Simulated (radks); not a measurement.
Values are calculated unless marked as measured or tabulated.
Mean orbital radii <r> (bohr) of neutral neodymium, [Xe] 4f4 6s2, at several levels of relativity; Dirac values are averaged over j with weights 2j + 1. Spin-unpolarised spherical Kohn-Sham, BLYP, point nucleus unless stated (finite: rms radius 4.9123 fm), a radial shooting solver on a logarithmic mesh with Libxc functionals. A level marked "c x" has the speed of light scaled by that factor and shares open shells by 2j + 1; other Dirac levels either fill j = l - 1/2 first or share by 2j + 1.

| shell | non-rel. | Dirac, low j first | Dirac, 2j+1 shares, finite nucleus | Dirac, c x 1.5 | change of magnitude, last against first (%) |
|---|---|---|---|---|---|
| 3s | 0.2816 | 0.2660 | 0.2660 | 0.2748 | -2.41 |
| 3p | 0.2714 | 0.2639 | 0.2639 | 0.2681 | -1.20 |
| 3d | 0.2425 | 0.2418 | 0.2418 | 0.2421 | -0.14 |
| 4s | 0.6398 | 0.6073 | 0.6073 | 0.6256 | -2.21 |
| 4p | 0.6580 | 0.6427 | 0.6425 | 0.6512 | -1.03 |
| 4d | 0.7061 | 0.7077 | 0.7074 | 0.7066 | +0.07 |
| 5s | 1.558 | 1.474 | 1.473 | 1.522 | -2.34 |
| 5p | 1.769 | 1.732 | 1.731 | 1.753 | -0.90 |
| 4f | 1.035 | 1.143 | 1.135 | 1.072 | +3.62 |
| 6s | 4.645 | 4.422 | 4.418 | 4.552 | -2.00 |
| 5d (empty) | 3.129 | 3.344 | 3.334 | 3.219 | +2.86 |
| 6p (empty) | 6.299 | 6.335 | 6.328 | 6.316 | +0.27 |
